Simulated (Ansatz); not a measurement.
The molecule ZrH+, multiplicity 3 (lowest of 2S+1 = 1, 3, 5, 7 at CCSD(T)/def2-TZVPP on PBE0 minima; our sources give no spin for the ground state, which may be another). No spin–orbit coupling.

The constants come from a fifth-degree fit in 1/R (seven points, main isotopes). Runs in def2 and cc sets follow the lowest solution found near the PBE0 minimum.

Correlated levels freeze the inner cores; with def2 sets outer-core shells near the valence are correlated too.

Run with Ansatz (a quantum-chemistry and plane-wave program) with Gaussian orbitals. Each number belongs to the level named beside it. In def2 rows elements past Kr take small-core potentials, without spin–orbit coupling.

Energies at CCSD(T)/def2-TZVPP:

| R (Å) | E (hartree) |
|---|---|
| 1.674642 | -47.07817421 |
| 1.719659 | -47.08058102 |
| 1.761075 | -47.08180068 |
| 1.807893 | -47.08219772 |
| 1.854711 | -47.08170872 |
| 1.908731 | -47.08022500 |
| 1.971756 | -47.07748032 |

**Question.** With a reduced mass of 0.9967 u, find the minimum, the force constant and the constants.

**Answer.** A fifth-degree polynomial in 1/R puts the minimum at r_e = 1.8042 Å with force constant 178 N/m. Then ω_e = (1/2πc)√(k/μ) = 1743 cm⁻¹ and B_e = h/(8π²cμr_e²) = 5.196 cm⁻¹; the cubic and quartic terms give α_e = 0.11 and ω_e x_e = 22 cm⁻¹.
